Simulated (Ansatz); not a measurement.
Reaction (formal exchange of groups at a C–Si bond): `C[Si](O)(Cl)C#N` + `C/N=C/O` → `C/N=C(/O)C#N` + `C[SiH](O)Cl`

Gas-phase electronic energies from Ansatz, PBE0-D4/def2-TZVP geometries. CCSD(T)/CBS adds triple-zeta CCSD(T) − MP2 to the extrapolated MP2 energy (def2 sets, frozen cores). Double bonds are as drawn, so ΔE can hold a change between cis and trans. Functionals use def2-TZVPP. One conformer a species, not always the lowest.

```csv
level,ΔE (kcal/mol)
r2SCAN,15.7
CCSD/def2-TZVPP,18.0
HF/def2-QZVPP,19.6
HF/CBS(def2),19.6
```

Q: What does CCSD(T)/CBS give? (Best estimate.)

A: Ansatz gave: +17.6 kcal/mol. The listed levels differ from it by -1.9, 0.4, 2.0, 2.0 kcal/mol.

Largest T1 diagnostic among the species: 0.014.

From PBE to PBE0 (25 % exact exchange), in def2-TZVPP and without D4, ΔE moves by +1.3 kcal/mol. In def2-TZVPP, CCSD(T) changes the Hartree–Fock value by −2.2 kcal/mol (the triples alone add −0.6 kcal/mol) and MP2 by −2.5 kcal/mol.
